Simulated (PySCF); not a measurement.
# One molecule, several mistakes: BH2O2Si anion

All numbers below are calculated, not measured. The program is PySCF 2.14.0, an open-source quantum chemistry code, run on an isolated molecule that a program drew, which may never have been made. The molecule is BH2O2Si anion (charge -1, singlet), drawn as the SMILES string `O=BO[SiH2-]`.

Each row is a Hartree-Fock (HF) and frozen-core CCSD(T) single point in the aug-cc-pV(D+d)Z basis, meant for a local HF minimum. Run 1 is clean. Each other run has one planted mistake out of seven kinds, and not every kind appears here: one electron removed, one electron added, multiplicity raised by two, geometry at a saddle point, minimal basis STO-3G, one bond length entered in bohr, all coordinates scaled. The reference is restricted for singlets and unrestricted otherwise, and also for a bond in bohr. Adding or removing an electron swaps singlet and doublet. Electrons count all cores. HOMO and LUMO are orbital energies over both spins, the gradient is its largest component, and the lowest frequency (negative if imaginary) is given only where the gradient is small. Bond lengths are over the 5 bonds as drawn. T1 is the CCSD diagnostic: over 0.02 (restricted) or 0.045 (unrestricted) a single reference is doubtful.

Geometry of the clean run:
```xyz
6
BH2O2Si anion, angstrom
O    -0.2426   -2.3689   -0.2365
B     0.4276   -1.6053    0.4381
O     1.1050   -0.8362    1.1938
Si    2.2894    0.5578    0.9705
H     3.1351   -0.1191   -0.1175
H     1.4251    1.3487   -0.0219
```

| run | electrons | basis functions | <S^2> | HOMO (eV) | LUMO (eV) | gradient (hartree/bohr) | lowest frequency (cm^-1) | mean bond (Å) | longest bond (Å) | T1 | HF (hartree) | CCSD(T) (hartree) | mistake |
|---|---|---|---|---|---|---|---|---|---|---|---|---|---|
| 1 | 38 | 119 | 0.000 | -3.02 | 3.96 | 2.8e-05 | 56 | 1.4813 | 1.843 | 0.0168 | -464.66808 | -465.28864 | no fault |
| 2 | 38 | 119 | 0.000 | -3.35 | 3.90 | 5.0e-02 | - | 1.5494 | 1.928 | 0.0186 | -464.65563 | -465.28732 | all coordinates scaled |
| 3 | 38 | 26 | 0.000 | 1.35 | 17.04 | 2.2e-02 | - | 1.4813 | 1.843 | 0.0195 | -458.76561 | -458.98327 | minimal basis STO-3G |
| 4 | 37 | 119 | 0.755 | -12.04 | -1.10 | 6.0e-02 | - | 1.4813 | 1.843 | 0.0187 | -464.59747 | -465.18539 | ? |
| 5 | 38 | 119 | 2.004 | 0.19 | 3.41 | 5.8e-02 | - | 1.4813 | 1.843 | 0.0772 | -464.58296 | -465.18586 | ? |

**Which mistake was planted in run 4, and what did it cost?**

It counts 37 electrons, one fewer than the clean run, at the same geometry and basis. So the mistake is: one electron removed. Subtracting run 1 and multiplying by 627.51 kcal/mol a hartree, the energy moved by 44.3 kcal/mol in HF and 64.8 kcal/mol in CCSD(T).

**Which mistake was planted in run 5, and what did it cost?**

Electrons, basis and geometry are unchanged, and <S^2> is 2.004, beside S(S+1) = 2.00 for a multiplicity of 3. So the mistake is: multiplicity raised by two. Subtracting run 1 and multiplying by 627.51 kcal/mol a hartree, the energy moved by 53.4 kcal/mol in HF and 64.5 kcal/mol in CCSD(T).

Cautions from the logs. Run 3: the HOMO is above zero, so the electron isn't bound and the energy depends on the basis; run 5: T1 is over the limit, so its CCSD(T) energy is less reliable and the HOMO is above zero, so the electron isn't bound and the energy depends on the basis.
